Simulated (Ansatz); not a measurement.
Ansatz (a quantum-chemistry and plane-wave program) input (PBE/pcseg-1): A basis named .json is the Basis Set Exchange file of that set (core-valence sets with the plain set on hydrogen).

Ansatz 0.2 input:
```yaml
crystal:
  periodic: [false, false, false]
  atoms:
    - {symbol: Si, position_ang: [0.01529876, 0.01273124, 0.57681924]}
    - {symbol: F, position_ang: [1.02401244, -0.69021782, -0.46109671]}
    - {symbol: F, position_ang: [-1.04781051, 0.67041367, -0.43617766]}
basis:
  gaussian:
    orbitals: pcseg-1.json
hamiltonian:
  xc: {name: PBE}
output: {forces: true}
magnetization: {spin_polarized: false}
```

Output:

```
Functional definition: PBE
integrals: 0.01 GiB planned
483 factors; their error is unknown
mean field: 0.10 GiB planned
mean field evaluation 1: about -13299.7287 eV, gradient 4.7e1 eV
mean field evaluation 2: about -13282.5489 eV, gradient 1.1e2 eV
mean field evaluation 4: about -13303.0402 eV, gradient 1.4e0 eV
mean field evaluation 8: about -13303.0098 eV, gradient 4.5e-2 eV
mean field -13303.00976652 eV, -488.8765918158 hartree, gradient 6.8e-5 eV, S^2 0.000000; 0 other end points of the search recorded, 0 dependent functions left out
the calculation of the forces begins
reference -13303.00979757 eV, -488.8765929567 hartree; 16, 16 occupied and 30, 30 virtual orbitals, 483 factors
Total energy: -13303.00979757 eV, -488.8765929567 hartree
Atom 0 at     0.015299     0.012731     0.576819 Å, force     0.047163     0.039248     1.778230 eV/Å
Atom 1 at     1.024012    -0.690218    -0.461097 Å, force     0.884314    -0.615868    -0.900035 eV/Å
Atom 2 at    -1.047811     0.670414    -0.436178 Å, force    -0.931478     0.576620    -0.878195 eV/Å
Dipole moment:     0.005895     0.004906     0.222262 e Å
```
